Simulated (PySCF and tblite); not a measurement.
The numbers below are computed, except where a source is named.
2 diastereomers of C₄H₉BO₂, numbered alike:

```json
{"isomer": "A", "SMILES": "[CH3:1][C@H:2]1[O:3][BH:4][O:5][C@@H:6]1[CH3:7]", "descriptors (one enantiomer)": "2R, 6R"}
{"isomer": "B", "SMILES": "[CH3:1][C@@H:2]1[O:3][BH:4][O:5][C@@H:6]1[CH3:7]", "descriptors (one enantiomer)": "2S, 6R"}
```

Protocol: conformer search, at most 6 conformers an isomer, GFN2-xTB geometries, energies PBE0/pcSseg-1 (IEF-PCM, cyclohexane) (D3(BJ) added where defined), weights at 298.15 K with GFN2-xTB thermal terms. Programs: PySCF with density fitting and tblite.

(1) Rank the isomers by free energy at 298.15 K.

(2) If they could interconvert freely, what would the mixture hold (chiral isomers as racemates)?

GFN2-xTB leaves a saturated small ring flat here that puckers in reality.

Results:

(1) 
```csv
isomer,ΔG (kcal/mol),"ΔE, lowest conformer",conformers,largest weight %,rms dipole (D)
A,0.0,0.0,1,100,2.77
B,1.5,1.7,1,100,2.81
```

ΔG is for one enantiomer.

(2) A 96 %, B 4 %. A racemate gains RT ln 2.
